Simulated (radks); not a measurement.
Results of a calculation; reference values are marked as such.
V VI, configuration [Ar].

Level of theory: scalar-relativistic Kohn-Sham, LDA (Slater exchange, Perdew-Wang correlation), spin-polarised, spherical densities, finite nucleus; Fermi nuclear charge, rms radius 3.6002 fm (a radial shooting solver on a logarithmic mesh with Libxc functionals).

Energy parts (hartree):
| part | energy |
|---|---|
| total | -941.05874 |
| kinetic | 949.48652 |
| electron-nucleus | -2189.09450 |
| Hartree | 339.38978 |
| exchange-correlation | -40.84053 |

Orbitals (lengths in bohr, moments of r in powers of bohr; r(90%) holds 90 % of the orbital's charge):
orbital,occ.,eigenvalue (hartree),<1/r>,<r>,<r^4>,r(90%)
1s,2,-199.5878,22.79,0.06658,0.00009138,0.119
2s,2,-25.11685,4.787,0.3089,0.02230,0.480
2p,6,-21.49936,4.695,0.2744,0.01762,0.451
3s,2,-5.30346,1.560,0.9069,1.381,1.34
3p,6,-4.31475,1.454,0.9425,1.741,1.43

The highest occupied level is 3p at -117.41 eV. The density falls to 0.001 e/bohr^3 at r = 2.34 bohr.
